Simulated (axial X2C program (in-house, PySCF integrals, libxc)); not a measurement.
# SSmS(+3): the levels of the configuration f(δφ)1 f(π)0

Calculated with an in-house all-electron X2C program for linear molecules (integrals from PySCF): two-component X2C with atomic mean-field Coulomb and Gaunt terms, basis S dyall-v3z, Sm dyall-v3z (cores contracted in-house). Orbitals come from Hartree–Fock averaged over the configuration Sm f(δφ)1 f(π)0; CI then distributes these electrons over the f(δφ), f(π) shells of Sm.

S–Sm–S held linear, both bonds 3.020 Å (near the minimum of the configuration average).

Lowest levels of this model:

```tsv
Ω	energy (cm⁻¹)	g∥	configuration
5/2	0	4.00	100% f(δφ)1
7/2	7789	8.00	100% f(δφ)1
3/2	14703	2.01	100% f(δφ)1
5/2	23722	6.00	100% f(δφ)1
```

g∥ is the magnitude of 2⟨Lz + ge Sz⟩ for the +Ω component.

Question: From Ω and g∥ of the lowest level, whose 2⟨Lz + ge Sz⟩ is positive, find ⟨Sz⟩ and ⟨Lz⟩ (ge = 2.0023).

Answer: Ω = ⟨Lz⟩ + ⟨Sz⟩ = 5/2 and ⟨Lz⟩ + ge⟨Sz⟩ = 2.000, so ⟨Sz⟩ = -0.50 and ⟨Lz⟩ = 3.00.

Occupations of the active spinors in the lowest level by ω, shell by shell in order of energy: -7/2: 0.00; -5/2: 0.00 0.00; -3/2: 0.00 0.00; -1/2: 0.00; 1/2: 0.00; 3/2: 0.00 0.00; 5/2: 1.00 0.00; 7/2: 0.00. The leading determinant has weight 1.00 among 2.

This point took 2.8 s on 1 thread of Arm Neoverse V1, on a shared host.

Dynamic correlation is missing, so gaps between terms are too wide and other configurations may lie lower; the lowest level listed is that of this model, not necessarily the ground state. At most 6 roots were kept for each Ω > 0 (twice that for Ω = 0) within 3.5 eV of the lowest, so higher up levels can be missing between those listed; levels with Ω > 0 are doubly degenerate and listed once, Ω = 0 levels singly. States that fill the shells left empty in the average are placed too high. The molecule was held linear; bending was not examined.
